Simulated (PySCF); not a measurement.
**Removal energies of Ba from EOM-IP-GCCSD**

Reference: closed-shell Ba, [Xe] 6s2; one electron is removed. Calculated with PySCF 2.14, two-component X2C-1e with screened spin-orbit coupling, x2c-TZVPPall-2c with one added diffuse shell each of s, p, d type (12s12p10d2f1g, 121 functions); frozen [Kr]; the 24 highest virtual spinors dropped; of the others 110 kept and the rest restored at second order. No Breit or QED terms. Binding energies in eV.

```json
{"level": "5p1/2", "Koopmans": "26.030", "second order": "25.043", "EOM-CCSD": "25.269", "NIST": "n/a"}
{"level": "5p3/2", "Koopmans": "23.739", "second order": "22.987", "EOM-CCSD": "23.016", "NIST": "n/a"}
{"level": "6s1/2", "Koopmans": "4.441", "second order": "5.244", "EOM-CCSD": "5.206", "NIST": "5.212"}
```

Only part of the computed levels is shown.
